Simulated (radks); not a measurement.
Values are calculated unless marked as measured or tabulated.
Neutral gold, configuration [Xe] 4f14 5d10 6s1.

Code: a radial shooting solver on a logarithmic mesh with Libxc functionals. Model: scalar-relativistic Kohn-Sham, SCAN, spin-polarised, spherical densities, finite nucleus; open shells are filled with parallel spins first (spin-orbit coupling, left out, can overturn this in heavy ions); meta-GGA in the generalised Kohn-Sham scheme; Fermi nuclear charge, rms radius 5.4371 fm.

Energy parts (Ry):
total: -38021.0241
kinetic: 42519.7967
electron-nucleus: -94589.4957
Hartree: 14776.1450
exchange-correlation: -727.4701

Orbitals (lengths in bohr, moments of r in powers of bohr; r(90%) holds 90 % of the orbital's charge):
orbital,occ.,eigenvalue (Ry),<r>,r(90%)
1s up,1,-5941.656,0.01687,0.0308
1s down,1,-5941.654,0.01687,0.0308
2s up,1,-1050.451,0.07110,0.110
2s down,1,-1050.451,0.07110,0.110
2p up,3,-908.0008,0.06424,0.105
2p down,3,-908.0002,0.06424,0.105
3s up,1,-248.8657,0.1837,0.269
3s down,1,-248.8654,0.1837,0.269
3p up,3,-207.3072,0.1850,0.277
3p down,3,-207.3067,0.1850,0.277
3d up,5,-162.7856,0.1678,0.260
3d down,5,-162.7852,0.1678,0.260
4s down,1,-54.47475,0.4069,0.583
4s up,1,-54.47414,0.4069,0.583
4p down,3,-40.78569,0.4331,0.628
4p up,3,-40.78519,0.4331,0.628
4d up,5,-24.27836,0.4583,0.684
4d down,5,-24.27812,0.4583,0.684
5s down,1,-8.12616,0.9298,1.33
5s up,1,-8.10687,0.9284,1.33
4f up,7,-6.02956,0.4987,0.801
4f down,7,-6.02765,0.4987,0.801
5p down,3,-4.51330,1.073,1.56
5p up,3,-4.49082,1.073,1.56
5d up,5,-0.52192,1.635,2.62
5d down,5,-0.50886,1.593,2.52
6s up,1,-0.48269,2.816,4.20

The highest occupied level is 6s up at -6.567 eV. The electron density at the nucleus is 2.301e+06 e/bohr^3 (large components only).

Empty levels of this run are not shown, since the potential may be unsettled where no density lies.
